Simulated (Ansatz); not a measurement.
Basis-set extrapolation for `C#CC(=C)[SiH3]` (PBE0-D4/def2-TZVP geometry, frozen core, the Gaussian-basis code of Ansatz). Multiplicity 1, RHF reference.

|  | def2-TZVPP | def2-QZVPP |
| --- | --- | --- |
| HF | -443.877092 | -443.892590 |
| MP2 correlation | -0.745081 | -0.793550 |
| CCSD(T) correlation | -0.824620 | not run |

Energies in hartree. Use E(X) = E(∞) + A·exp(−7.88·√X) for Hartree–Fock and E(X) = E(∞) + B·X^(−2.97) for correlation, with X = 3 and 4, and add CCSD(T) minus MP2 of the smaller set to the MP2 limit.

Question: What is the CCSD(T) energy at the basis-set limit?

Answer: HF limit: -443.892590 + (-0.015498) × 0.13774 = -443.89472. MP2 limit: -0.793550 + (-0.048469) × 0.74074 = -0.82945. Higher-order term: -0.824620 − (-0.745081) = -0.07954. Total: -444.80371 hartree, 267.8 kJ/mol below CCSD(T)/def2-TZVPP.
